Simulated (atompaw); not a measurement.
# An all-electron radial function and its pseudo partner (Mg)

Columns: radius, all-electron u(r) and pseudo u(r) of the 3p shell (level -1.31 eV) of magnesium in the configuration [Ne] 3s2 3p0; PBEsol, scalar-relativistic, PAW (atompaw) scheme, atompaw 4.2.0.5.

```csv
r (bohr),all-electron,pseudo
0.110,-0.0538,0.0018
0.219,-0.1196,0.0072
0.329,-0.1550,0.0162
0.438,-0.1598,0.0283
0.548,-0.1428,0.0435
0.658,-0.1121,0.0615
0.767,-0.0740,0.0815
0.877,-0.0318,0.1037
0.987,0.0117,0.1273
1.096,0.0545,0.1517
1.206,0.0965,0.1770
1.315,0.1361,0.2022
1.425,0.1740,0.2276
1.535,0.2095,0.2525
1.644,0.2423,0.2765
1.754,0.2731,0.2998
1.863,0.3015,0.3218
1.973,0.3278,0.3427
2.083,0.3519,0.3623
2.192,0.3735,0.3804
2.302,0.3930,0.3972
2.412,0.4104,0.4127
2.521,0.4255,0.4265
2.631,0.4387,0.4390
2.740,0.4498,0.4498
2.850,0.4592,0.4592
```

Problem. How many radial nodes do the two functions have?

Solution. The all-electron 3p function has n − l − 1 = 1; the pseudo-wave has 0, since the states of the same l below it are removed with the core.

Problem. Is the pseudo-wave norm-conserving?

Solution. No, it belongs to a PAW set: the norm inside the radius is not constrained, and the difference is carried by the augmentation charge.
